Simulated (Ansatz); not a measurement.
**One arrangement of a pair**

The pair of Cl⁻ (SMILES [Cl-], atom 1) and CH3F (SMILES CF, atoms 2–6), both closed shells, in one local arrangement (a lower one may exist), relaxed at PBE0-D4/def2-TZVPD:

```
6
angstrom
Cl 0.2203 0.1515 -2.7176
C -0.0387 -0.0265 0.4776
F -0.1525 -0.1075 1.8786
H 0.9891 0.2145 0.2144
H -0.7037 0.7513 0.1080
H -0.3145 -0.9832 0.0391
```

Computed with Ansatz 0.2.0 (basis: def2-TZVPPD, with def2-QZVPPD for the basis limit); correlated methods freeze the cores. B3LYP uses VWN-RPA correlation. Extrapolation: Hartree–Fock as exp(−7.88 √X), correlation as X^−2.97. Interaction energies count from these two fragments, frozen as in the pair, with the counterpoise correction; negative means bound.

(1) What is the interaction energy by CCSD(T) at an estimated basis limit (MP2 extrapolated from triple and quadruple zeta, plus CCSD(T) − MP2 in triple zeta)? (Judge from chemistry; the value comes from the calculation.)

The T1 diagnostic stays at or below 0.011.

Results:

(1) The calculation gives: -40.7 kJ/mol. Hartree–Fock alone gives -32.6 kJ/mol at the basis limit. It counts from the two fragments frozen as in the pair.

The same quantity by other methods in triple zeta, and each one's difference from that estimate:
| method | E_int (kJ/mol) | difference |
| --- | --- | --- |
| PBE-D4 | -40.0 | 0.7 |
| revPBE-D4 | -39.0 | 1.7 |
| BLYP-D4 | -38.1 | 2.6 |
| r2SCAN-D4 | -40.2 | 0.5 |
| B97M-V | -39.7 | 1.0 |
| PBE0-D4 | -40.4 | 0.3 |
| B3LYP-D4 | -39.5 | 1.2 |
| HSE06-D4 | -40.3 | 0.4 |
| wB97X-V | -40.0 | 0.7 |
| wB97M-V | -40.1 | 0.5 |
| B2PLYP | -36.0 | 4.7 |
| HF | -32.4 | 8.3 |
| MP2 | -38.2 | 2.5 |
| CCSD | -37.2 | 3.5 |
| CCSD(T) | -38.0 | 2.7 |
Differences are method less estimate.

Basis-set superposition shift (counterpoise-corrected less uncorrected): CCSD(T) 2.8; MP2 2.6; HF 0.2; PBE0-D4 0.3; wB97M-V 0.3 kJ/mol.

For scale, one of the runs: CCSD(T)/def2-TZVPPD, 179 basis functions, launched by `ansatz run in.yaml --threads 2 --pin off --events-out ev --progress --plain --max-ram 5222MiB`. Hardware: 2 CPU threads of an Intel Xeon Platinum 8488C, shared host. Wall time 23 s; peak host memory 1.7 GiB.
